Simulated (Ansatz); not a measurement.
Job for Ansatz (a quantum-chemistry and plane-wave program): R-r2SCAN/def2-TZVPP on BO+, 2S+1 = 1, a spin state set in the input, which need not be the lowest, a point of a bond scan (R = 1.190 Å). Charge +1.

Ansatz 0.2 input:
```yaml
crystal:
  periodic: [false, false, false]
  atoms:
    - {symbol: B, position_ang: [0.00000000, 0.00000000, 0.00000000]}
    - {symbol: O, position_ang: [0.00000000, 0.00000000, 1.18981800]}
basis:
  gaussian:
    orbitals: def2-TZVPP
    pivot_positions_ang: [[0.00000000, 0.00000000, 0.00000000], [0.00000000, 0.00000000, 1.18981800]]
hamiltonian:
  xc: {name: r2SCAN}
total_charge: 1
output: {forces: true, orbitals: {seedname: ./end}}
```

Output:

```
WARN ansatz: RAYON_NUM_THREADS=1 ignored (pool sized by the plan → 1); use --threads N
Functional definition: r2SCAN
integrals: 0.01 GiB planned
320 factors; their error is unknown
mean field: 0.10 GiB planned
mean field evaluation 1: about -2681.4056 eV, gradient 1.2e2 eV
mean field evaluation 2: about -2496.9520 eV, gradient 2.3e2 eV
mean field evaluation 4: about -2707.9800 eV, gradient 1.3e1 eV
mean field evaluation 8: about -2708.2893 eV, gradient 1.8e-1 eV
mean field evaluation 16: about -2708.2879 eV, gradient 1.9e-5 eV
mean field -2708.28785458 eV, -99.5277429125 hartree, gradient 1.9e-5 eV, S^2 0.000000; 0 other end points of the search recorded, 0 dependent functions left out
the calculation of the forces begins
reference -2708.28786030 eV, -99.5277431227 hartree; 6, 6 occupied and 56, 56 virtual orbitals, 320 factors
Total energy: -2708.28786030 eV, -99.5277431227 hartree
Atom 0 at     0.000000     0.000000     0.000000 Å, force    -0.000000     0.000000    -0.379628 eV/Å
Atom 1 at     0.000000     0.000000     1.189818 Å, force     0.000000    -0.000000     0.379628 eV/Å
Dipole moment:    -0.000000    -0.000000    -1.222708 e Å
```

The calculation finished and met its thresholds.

Cost: roughly 0.4 core-seconds.
